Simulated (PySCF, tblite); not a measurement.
Compound: C₇H₁₃BOSi.
Cartesian coordinates in Å at the GFN2-xTB level; atoms count from 1:
```xyz
23
C7H13BOSi angstrom
B      3.428   -0.644    0.920
C      2.095    0.079    1.296
C      1.349    0.370    0.214
C      0.029    1.069    0.241
C     -1.026    0.312   -0.558
C     -1.462   -1.022    0.075
C     -2.839   -0.418    0.392
C     -2.461    0.848   -0.392
Si     2.278   -0.264   -1.315
O      3.543   -0.827   -0.417
H      4.278   -1.018    1.633
H      1.765    0.344    2.294
H     -0.311    1.192    1.274
H      0.149    2.066   -0.196
H     -0.691    0.229   -1.595
H     -0.876   -1.329    0.939
H     -1.500   -1.848   -0.632
H     -2.999   -0.238    1.453
H     -3.692   -0.969    0.001
H     -2.997    0.953   -1.333
H     -2.542    1.782    0.161
H      1.683   -1.419   -1.977
H      2.794    0.781   -2.193
```

Jobs on this species (23 atoms, 82 electrons) with PySCF (density fitting) and tblite. Hardware of each: Arm Neoverse V1, one thread, on a shared host. Other jobs ran on the host; a repeat could differ by tens of per cent or more.

```
level and settings                                                                                                work  basis functions  SCF cycles  wall time
     PBE0/pcSseg-1  shieldings, ring-centre shieldings, charges and field gradients, density and orbital grids written              242           ?          ?
          GFN2-xTB                                                                       Hessian by finite differences                –           –      1.2 s
          GFN2-xTB                                                                                   L-BFGS relaxation                –           –      1.1 s
```

**Question.** Fill in the missing figures.

**Answer.** 
- PBE0/pcSseg-1; shieldings, ring-centre shieldings, charges and field gradients, density and orbital grids written: 69 s, 15 SCF cycles

**Question.** What do all jobs in the table cost together?

**Answer.** About 71 s; the longest takes about 97 % of that, and about 63 times as long as the shortest.
